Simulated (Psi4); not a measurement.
Psi4 input (wB97X-D/6-31G*):

```
memory 1500 MB

molecule {
1 2
Si    0.23221123   -0.14228547    0.35668380
F    -0.90078658   -0.95744892   -0.40825915
F     0.39676744    1.26628240   -0.36593023
H     1.49823902   -0.87873003    0.23656190
H    -0.21302390    0.09122531    1.73756926
symmetry c1
no_reorient
no_com
}

set {
  basis 6-31G*
  reference uks
  scf_type pk
  dft_radial_points 99
  dft_spherical_points 590
  e_convergence 1e-8
  d_convergence 1e-7
  maxiter 150
}

e = energy('wb97x-d')
print_out(f'\nFINAL {e:.10f} DIPOLE {variable("CURRENT DIPOLE")[0]:.6f} {variable("CURRENT DIPOLE")[1]:.6f} {variable("CURRENT DIPOLE")[2]:.6f}\n')
```

Output:

```
   => Loading Basis Set <=

    Name: 6-31G*
    Role: ORBITAL
    Keyword: BASIS
    atoms 1   entry SI         line   268 file 6-31gs.gbs
    atoms 2-3 entry F          line   162 file 6-31gs.gbs
    atoms 4-5 entry H          line    44 file 6-31gs.gbs

   => WB97X-D: Empirical Dispersion <=

    Chai and Head-Gordon Dispersion Correction
    Chai, J.-D.; Head-Gordon, M. (2010), J. Chem. Phys., 132: 6615-6620

        s6 =       1.000000

         ---------------------------------------------------------
                                   SCF
               by Justin Turney, Rob Parrish, Andy Simmonett
                          and Daniel G. A. Smith
                              UKS Reference
         ---------------------------------------------------------

  ==> Geometry <==

    Molecular point group: c1
    Full point group: C1

    Geometry (in Angstrom), charge = 1, multiplicity = 2:

       Center              X                  Y                   Z               Mass
    ------------   -----------------  -----------------  -----------------  -----------------
         SI           0.232211230000    -0.142285470000     0.356683800000    27.976926534650
         F           -0.900786580000    -0.957448920000    -0.408259150000    18.998403162730
         F            0.396767440000     1.266282400000    -0.365930230000    18.998403162730
         H            1.498239020000    -0.878730030000     0.236561900000     1.007825032230
         H           -0.213023900000     0.091225310000     1.737569260000     1.007825032230

  Running in c1 symmetry.

  Rotational constants: A =      0.80888  B =      0.25515  C =      0.20879 [cm^-1]
  Rotational constants: A =  24249.55691  B =   7649.28736  C =   6259.38847 [MHz]
  Nuclear repulsion =  118.390780560439907

  Charge       = 1
  Multiplicity = 2
  Electrons    = 33
  Nalpha       = 17
  Nbeta        = 16

  ==> Algorithm <==

  SCF Algorithm Type is PK.
  DIIS enabled.
  MOM disabled.
  Fractional occupation disabled.
  Guess Type is SAD.
  Energy threshold   = 1.00e-08
  Density threshold  = 1.00e-07
  Integral threshold = 1.00e-12

  ==> Primary Basis <==

  Basis Set: 6-31G*
    Blend: 6-31G*
    Number of shells: 24
    Number of basis functions: 53
    Number of Cartesian functions: 53
    Spherical Harmonics?: false
    Max angular momentum: 2

  ==> DFT Potential <==

   => LibXC <=

    Version 7.1.2
    S. Lehtola, C. Steigemann, M. J. T. Oliveira, and M. A. L. Marques,  SoftwareX 7, 1–5 (2018) (10.1016/j.softx.2017.11.002)

   => Composite Functional: WB97X-D <=

    wB97X-D Hyb-GGA Exchange-Correlation Functional

    J.-D. Chai and M. Head-Gordon,  Phys. Chem. Chem. Phys. 10, 6615–6620 (2008) (10.1039/B810189B)

    Deriv               =              1
    GGA                 =           TRUE
    Meta                =          FALSE

    Exchange Hybrid     =           TRUE
    MP2 Hybrid          =          FALSE

   => Exchange-Correlation Functionals <=

    1.0000   wB97X-D range-separated functional

   => Exact (HF) Exchange <=

    0.7780            HF,LR [omega = 0.2000]
    0.2220               HF

   => LibXC Density Thresholds  <==

    XC_HYB_GGA_XC_WB97X_D:  1.00E-14

   => Molecular Quadrature <=

    Radial Scheme          =       TREUTLER
    Pruning Scheme         =           NONE
    Nuclear Scheme         =       TREUTLER

    Blocking Scheme        =         OCTREE
    BS radius alpha        =              1
    Pruning alpha          =              1
    Radial Points          =             99
    Spherical Points       =            590
    Total Points           =         280957
    Total Blocks           =           2091
    Max Points             =            256
    Max Functions          =             52
    Weights Tolerance      =       1.00E-15

  ==> Integral Setup <==

  Using in-core PK algorithm.
   Calculation information:
      Number of atoms:                   5
      Number of AO shells:              24
      Number of primitives:             65
      Number of atomic orbitals:        53
      Number of basis functions:        53

      Integral cutoff                 1.00e-12
      Number of threads:                 1

  Performing in-core PK
  Using 3073788 doubles for integral storage.
  We computed 43011 shell quartets total.
  Whereas there are 45150 unique shell quartets.

  Computing range-separated integrals for PK
  We computed 43011 wK shell quartets total.
  Whereas there are 45150 wK unique shell quartets.

  ==> DiskJK: Disk-Based J/K Matrices <==

    J tasked:                  Yes
    K tasked:                  Yes
    wK tasked:                 Yes
    Omega:               2.000E-01
    Schwarz Cutoff:          1E-12


  Cached 100.0% of DFT collocation blocks in 0.367 [GiB].

  Minimum eigenvalue in the overlap matrix is 6.2210094920E-03.
  Reciprocal condition number of the overlap matrix is 1.1608171684E-03.
    Using symmetric orthogonalization.

  ==> Pre-Iterations <==

  SCF Guess: Superposition of Atomic Densities via on-the-fly atomic UHF (no occupation information).

   -------------------------
    Irrep   Nso     Nmo
   -------------------------
     A         53      53
   -------------------------
    Total      53      53
   -------------------------

  ==> Iterations <==

                        Total Energy        Delta E     RMS |[F,P]|

   @UKS iter SAD:  -489.74571595810903   -4.89746e+02   0.00000e+00
   @UKS iter   1:  -489.86214277403428   -1.16427e-01   8.25399e-03 DIIS/ADIIS
   @UKS iter   2:  -489.82297954559107    3.91632e-02   1.15506e-02 DIIS/ADIIS
   @UKS iter   3:  -489.94448452288634   -1.21505e-01   4.04155e-04 DIIS/ADIIS
   @UKS iter   4:  -489.94495696606521   -4.72443e-04   1.40406e-04 DIIS/ADIIS
   @UKS iter   5:  -489.94502100368777   -6.40376e-05   5.16418e-05 DIIS
   @UKS iter   6:  -489.94503289024806   -1.18866e-05   1.26025e-05 DIIS
   @UKS iter   7:  -489.94503419656809   -1.30632e-06   5.50797e-06 DIIS
   @UKS iter   8:  -489.94503445144710   -2.54879e-07   2.79070e-06 DIIS
   @UKS iter   9:  -489.94503449443425   -4.29872e-08   4.31636e-07 DIIS
   @UKS iter  10:  -489.94503449562308   -1.18882e-09   6.13107e-08 DIIS
  Energy and wave function converged.

  ==> Post-Iterations <==

   Electrons on quadrature grid:
      Nalpha   =   16.9999978452 ; deviation = -2.155e-06
      Nbeta    =   15.9999982240 ; deviation = -1.776e-06
      Ntotal   =   32.9999960691 ; deviation = -3.931e-06

   @Spin Contamination Metric:   8.711685007E-03
   @S^2 Expected:                7.500000000E-01
   @S^2 Observed:                7.587116850E-01
   @S   Expected:                5.000000000E-01
   @S   Observed:                5.000000000E-01

    Orbital Energies [Eh]
    ---------------------

    Alpha Occupied:

       1A    -66.673272     2A    -25.119710     3A    -25.119708
       4A     -5.782176     5A     -4.128118     6A     -4.127239
       7A     -4.126159     8A     -1.586602     9A     -1.568504
      10A     -0.974437    11A     -0.862909    12A     -0.853713
      13A     -0.853665    14A     -0.803126    15A     -0.792696
      16A     -0.778192    17A     -0.764403

    Alpha Virtual:

      18A     -0.156984    19A     -0.134166    20A     -0.109049
      21A     -0.047216    22A      0.014048    23A      0.042513
      24A      0.149414    25A      0.150202    26A      0.351637
      27A      0.375700    28A      0.429283    29A      0.526339
      30A      0.722107    31A      0.822787    32A      0.864342
      33A      1.042975    34A      1.062531    35A      1.074410
      36A      1.144868    37A      1.147600    38A      1.191217
      39A      1.343722    40A      1.507158    41A      1.638330
      42A      1.652417    43A      1.656589    44A      1.663003
      45A      1.668259    46A      1.812206    47A      1.839242
      48A      2.021974    49A      2.635805    50A      2.678276
      51A      2.722708    52A      3.753857    53A      4.088914

    Beta Occupied:

       1A    -66.673058     2A    -25.115268     3A    -25.115261
       4A     -5.781993     5A     -4.127257     6A     -4.126349
       7A     -4.125723     8A     -1.575180     9A     -1.556578
      10A     -0.945634    11A     -0.849283    12A     -0.834792
      13A     -0.816428    14A     -0.772743    15A     -0.769466
      16A     -0.762897

    Beta Virtual:

      17A     -0.503543    18A     -0.156192    19A     -0.131692
      20A     -0.082028    21A     -0.029122    22A      0.017598
      23A      0.048429    24A      0.149371    25A      0.149880
      26A      0.363767    27A      0.377509    28A      0.441301
      29A      0.540814    30A      0.721587    31A      0.859761
      32A      0.914586    33A      1.045218    34A      1.076417
      35A      1.079907    36A      1.147724    37A      1.151057
      38A      1.204976    39A      1.346326    40A      1.510685
      41A      1.645505    42A      1.659800    43A      1.664985
      44A      1.669322    45A      1.670642    46A      1.820908
      47A      1.846899    48A      2.023028    49A      2.640958
      50A      2.678413    51A      2.725851    52A      3.758332
      53A      4.092945

    Final Occupation by Irrep:
              A
    DOCC [    16 ]
    SOCC [     1 ]
    NA   [    17 ]
    NB   [    16 ]

  @UKS Final Energy:  -489.94503449562308

   => Energetics <=

    Nuclear Repulsion Energy =            118.3907805604399073
    One-Electron Energy =                -906.9989628483367596
    Two-Electron Energy =                 328.9978993120433302
    DFT Exchange-Correlation Energy =     -30.3337841573207250
    Empirical Dispersion Energy =          -0.0009673624488265
    VV10 Nonlocal Energy =                  0.0000000000000000
    Total Energy =                       -489.9450344956230765

  UHF NO Occupations:
  HONO-2 :   15  A 1.9990284
  HONO-1 :   16  A 1.9968159
  HONO-0 :   17  A 1.0000000
  LUNO+0 :   18  A 0.0031841
  LUNO+1 :   19  A 0.0009716
  LUNO+2 :   20  A 0.0001613
  LUNO+3 :   21  A 0.0000164

Computation Completed

Properties will be evaluated at   0.000000,   0.000000,   0.000000 [a0]

Properties computed using the SCF density matrix

 Multipole Moments:

 ------------------------------------------------------------------------------------
     Multipole            Electronic (a.u.)      Nuclear  (a.u.)        Total (a.u.)
 ------------------------------------------------------------------------------------

 L = 1.  Multiply by 2.5417464519 to convert [e a0] to [Debye]
 Dipole X            :          0.9308229            0.0000002            0.9308231
 Dipole Y            :         -0.5703553            0.0000000           -0.5703552
 Dipole Z            :          1.4297747           -0.0000001            1.4297746
 Magnitude           :                                                    1.7988863

 ------------------------------------------------------------------------------------

FINAL -489.9450344956 DIPOLE 0.930823 -0.570355 1.429775

*** Psi4 exiting successfully. Buy a developer a beer!
```

The dipole moment of an ion depends on the origin.

The geometry given is a B3LYP-D3(BJ)/def2-TZVP minimum of the species of charge 0 and multiplicity 1, not of this state.
